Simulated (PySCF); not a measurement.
SiHF, SMILES F[SiH] (connectivity only; charge and spin as stated), neutral, multiplicity 1. Atoms are numbered in the order given.

```xyz
3

Si     0.1183     0.5903     0.0000
H     -1.3914     0.8970     0.0000
F     -0.0295    -1.0179     0.0000
```
Charge 0, spin multiplicity 1.

Coordinates come from a r2SCAN-D4/def2-TZVPD optimisation. The isomer is the one that the SMILES or the coordinates give; other isomers of the formula were not compared.

Two levels are set side by side: PBE/pcSseg-2 (PySCF) and B3LYP/pcSseg-2 (PySCF). GIAO shifts against CFCl3 (¹⁹F), TMS (²⁹Si), TMS (¹H) at the same level; non-relativistic, no solvent, atoms listed together averaged. Differences are taken from unrounded values.

```tsv
quantity	B3LYP	PBE	PBE minus B3LYP
δ(²⁹Si) of Si1 (ppm)	469.1	483.1	14.0
δ(¹H) of H2 (ppm)	9.29	9.80	0.51
δ(¹⁹F) of F3 (ppm)	108.5	125.3	16.8
```

Rough cost on one machine, each run with all the roots and properties that it gave: B3LYP against PBE within a factor of 2.
